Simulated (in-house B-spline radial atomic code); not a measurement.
# RPA and G0W0 on B3LYP (VWN-RPA): K4+

Configuration [Ne] 3s2 3p3, highest spin, mean-field start B3LYP (VWN-RPA). Computed with a B-spline radial code for spherical atoms: all electrons, scalar-relativistic (spin-free one-electron X2C), finite nucleus, each spin shell either full or empty, empty states to l = 9 with an (l + 1/2)⁻⁴ tail; G0W0 by contour deformation at full frequency.

Command:
```bash
python run_gw.py task.json out
```
Settings (radii: box in bohr, nucleus in fm):
```
Z                        19
electrons                15
configuration            [Ne] 3s2 3p3
hamiltonian              x2c
method                   b3lyp
lmax                     9
rms_radius               3.4349
spin_polarised           True
box_radius               11.96
intervals                69
```

Cost of the run: 1.5 s on 1 thread of AMD EPYC 7R13 Processor, on a shared host.

Energies (hartree):

```
                                     term       value
                         mean-field total  -597.00293
Hartree-Fock functional on these orbitals  -596.37450
                      direct second order     -1.0366
                    second-order exchange     0.37773
                         SOSEX correction     0.34413
```

What is the RPA correlation energy, and what remains with SOSEX?

RPA gives -0.91588 hartree (-1.66 eV per electron); RPA + SOSEX gives -0.57175, and the second-order doubles -0.65891 hartree (no singles). SOSEX takes back 38 % of the RPA value.

Quasi-particle levels (eV):

```
  level  occupied  mean field  Σx - vxc     Σc  QP weight     G0W0
  3p up       yes      -75.15     -6.70      ?          ?        ?
3s down       yes      -88.06     -3.82  -2.69      0.952   -94.56
2p down       yes     -349.80    -24.86   7.58      0.891  -367.07
3p down        no      -67.00      8.83  -3.21      0.947   -61.38
```

G0W0 = mean field + (Σx - vxc) + Σc, with Σc (partial-wave tail included) taken at the quasi-particle energy. Only the outer levels were computed. Levels of low weight are left out.

Where does G0W0 put 3p up?

At -82.04 eV, with Σc = -0.19 eV and a quasi-particle weight of 0.948. The tabulated removal energy is 82.66 ± 0.16 eV (NIST, semi-empirical); the calculation leaves out spin-orbit coupling, Breit and QED terms, and what these don't explain is the method's own error.
